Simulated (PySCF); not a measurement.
SMILES c1ccc(c(N)c1)B (C6H8BN), GFN2-xTB optimised geometry.

```
16

B     -1.45    -1.79    -0.08
C     -0.59    -0.53     0.00
C     -1.22     0.73     0.03
C     -0.52     1.92     0.04
C      0.87     1.89     0.02
C      1.53     0.68     0.00
C      0.83    -0.53     0.00
N      1.54    -1.69     0.07
H     -1.00    -2.86    -0.24
H     -2.62    -1.69     0.00
H     -2.30     0.76     0.04
H     -1.04     2.86     0.05
H      1.43     2.81     0.02
H      2.62     0.66    -0.01
H      1.05    -2.55    -0.12
H      2.52    -1.67    -0.16
```

Density from PBE/def2-TZVP run with PySCF 2.14.0 at that geometry.

Minimum of the electron density along straight lines between bonded atoms, close to the bond critical point (lines longer than 1.1 times the sum of covalent radii, or with two minima, are not listed):

| bond | length / Å | ρ at the minimum / e bohr⁻³ | ∇²ρ there / e bohr⁻⁵ | position (fraction from the first atom) |
|---|---|---|---|---|
| B1–C2 | 1.533 | 0.193 | -0.19 | 0.33 |
| C2–C3 | 1.407 | 0.305 | -0.85 | 0.49 |
| C3–C4 | 1.376 | 0.324 | -0.94 | 0.50 |
| C4–C5 | 1.391 | 0.315 | -0.90 | 0.49 |
| C5–C6 | 1.376 | 0.323 | -0.93 | 0.50 |
| C2–C7 | 1.420 | 0.299 | -0.83 | 0.47 |
| C6–C7 | 1.400 | 0.311 | -0.89 | 0.49 |
| C7–N8 | 1.365 | 0.320 | -0.99 | 0.38 |
| B1–H9 | 1.174 | 0.186 | [?] | 0.44 |
| B1–H10 | 1.171 | 0.190 | [?] | 0.44 |
| C3–H11 | 1.080 | 0.287 | -1.01 | 0.65 |
| C4–H12 | 1.080 | 0.284 | -0.99 | 0.64 |
| C5–H13 | 1.081 | 0.286 | -1.00 | 0.64 |
| C6–H14 | 1.082 | 0.282 | -0.97 | 0.64 |
| N8–H15 | 1.005 | 0.343 | -1.77 | 0.74 |
| N8–H16 | 1.005 | 0.342 | -1.72 | 0.74 |

Problem. Some entries are withheld; supply them.

Solution. 
- B1–H9, ∇²ρ there / e bohr⁻⁵: -0.31
- B1–H10, ∇²ρ there / e bohr⁻⁵: -0.34
